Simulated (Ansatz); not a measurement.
`C[N](C)[AlH][F]` and `C[N](C)[AlH2]` differ in one atom or group.

Ansatz, PBE0-D4/def2-TZVP geometries, multiplicity 1. Each molecule was computed in one conformer, which needn't be the lowest.

```
                             property  `C[N](C)[AlH][F]`
HOMO energy (ωB97M-V/def2-TZVPP) / eV              -8.90
 HOMO–LUMO gap (PBE0/def2-TZVPP) / eV               6.32
   LUMO energy (PBE0/def2-TZVPP) / eV              -0.29
  LUMO energy (B3LYP/def2-TZVPP) / eV              -0.52
LUMO energy (ωB97M-V/def2-TZVPP) / eV               1.23
   HOMO energy (PBE0/def2-TZVPP) / eV              -6.61
```

**Question.** Give the same properties after the change, and the shifts. (Best estimate.)

**Answer.** Ansatz gave: 
| property | `C[N](C)[AlH2]` | shift |
| --- | --- | --- |
| HOMO energy (ωB97M-V/def2-TZVPP) / eV | -8.76 | 0.14 |
| HOMO–LUMO gap (PBE0/def2-TZVPP) / eV | 5.72 | -0.60 |
| LUMO energy (PBE0/def2-TZVPP) / eV | -0.76 | -0.47 |
| LUMO energy (B3LYP/def2-TZVPP) / eV | -0.96 | -0.44 |
| LUMO energy (ωB97M-V/def2-TZVPP) / eV | 0.82 | -0.41 |
| HOMO energy (PBE0/def2-TZVPP) / eV | -6.47 | 0.14 |

With PBE0 the HOMO rises by 0.14 eV and the LUMO falls by 0.47 eV, so the gap narrows by about 0.61 eV. PBE moves the HOMO by 0.07 eV and ωB97M-V by 0.14 eV.

B3LYP here is the variant with VWN-RPA as its local correlation; programs differ in this.
